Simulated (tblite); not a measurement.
Compound: C6H9BO2 (charge +1 and doublet state).
Atom-mapped SMILES: `[OH:1][B:2]([OH:3])[C@@:4]12[CH+:5][CH:6][CH2:7][C@@H:8]1[CH2:9]2` (hydrogens: H10 on O1; H11 on O3; H12 on C5; H13 on C6; H14, H15 on C7; H16 on C8; H17, H18 on C9)

Computed with GFN2-xTB (tblite), gas phase: L-BFGS steps from a force-field or distance-geometry start until the largest atomic force falls under 0.01 eV/Å.

At the end of the run (lengths in Å): O1–B2 1.336, B2–O3 1.333, C5–C6 1.370, B2–C4 1.614, C4–C9 1.581, C8–C9 1.464, C4–C5 1.435, B2–C4–C8 128.0°, O1–B2–O3 129.8°, C5–C6–C7 111.6°, C5–C4–C9 117.6°, O1–B2–C4–C5 -175°, B2–C4–C5–C6 155°, C4–C5–C6–C7 -2°, H11–O3–B2–O1 0°, H10–O1–B2–O3 -2°.

**Question.** These geometries were met on the way; a selection of coordinates is given. Order them by energy above the end point, lowest first.
A. O1–B2 1.278, B2–O3 1.320, C5–C6 1.360, B2–C4 1.715, C4–C9 1.569, C8–C9 1.470, C4–C5 1.435, B2–C4–C8 115.3°, O1–B2–O3 128.6°, C5–C6–C7 112.6°, C5–C4–C9 117.0°, O1–B2–C4–C5 111°, B2–C4–C5–C6 128°, C4–C5–C6–C7 13°, H11–O3–B2–O1 80°, H10–O1–B2–O3 -82°
B. O1–B2 1.311, B2–O3 1.364, C5–C6 1.372, B2–C4 1.630, C4–C9 1.511, C8–C9 1.481, C4–C5 1.442, B2–C4–C8 115.7°, O1–B2–O3 133.8°, C5–C6–C7 111.2°, C5–C4–C9 121.3°, O1–B2–C4–C5 120°, B2–C4–C5–C6 122°, C4–C5–C6–C7 17°, H11–O3–B2–O1 45°, H10–O1–B2–O3 -58°
C. O1–B2 1.316, B2–O3 1.321, C5–C6 1.362, B2–C4 1.662, C4–C9 1.536, C8–C9 1.518, C4–C5 1.444, B2–C4–C8 112.3°, O1–B2–O3 139.6°, C5–C6–C7 110.5°, C5–C4–C9 123.8°, O1–B2–C4–C5 116°, B2–C4–C5–C6 130°, C4–C5–C6–C7 5°, H11–O3–B2–O1 9°, H10–O1–B2–O3 -23°
D. O1–B2 1.472, B2–O3 1.457, C5–C6 1.488, B2–C4 1.592, C4–C9 1.520, C8–C9 1.531, C4–C5 1.499, B2–C4–C8 114.1°, O1–B2–O3 119.4°, C5–C6–C7 105.3°, C5–C4–C9 117.3°, O1–B2–C4–C5 108°, B2–C4–C5–C6 132°, C4–C5–C6–C7 1°, H11–O3–B2–O1 93°, H10–O1–B2–O3 -93°
E. O1–B2 1.320, B2–O3 1.327, C5–C6 1.373, B2–C4 1.638, C4–C9 1.546, C8–C9 1.479, C4–C5 1.437, B2–C4–C8 112.7°, O1–B2–O3 137.3°, C5–C6–C7 112.4°, C5–C4–C9 119.1°, O1–B2–C4–C5 117°, B2–C4–C5–C6 129°, C4–C5–C6–C7 7°, H11–O3–B2–O1 -9°, H10–O1–B2–O3 4°

**Answer.** E (0.403 eV), C (0.648 eV), B (1.177 eV), A (1.973 eV), D (3.584 eV).

```
step  E above end (eV)  rms distance from the end, all atoms (Å)  largest force (eV/Å)  rms shift of all bonds from the end (Å)
  17             0.403                                     0.790                 0.778                                    0.013
  12             0.648                                     0.825                 0.840                                    0.024
   7             1.177                                     0.864                 1.470                                    0.023
   2             1.973                                     0.881                 2.254                                    0.028
   0             3.584                                     0.903                 5.433                                    0.062
```

Rows stand in the order of the answer.
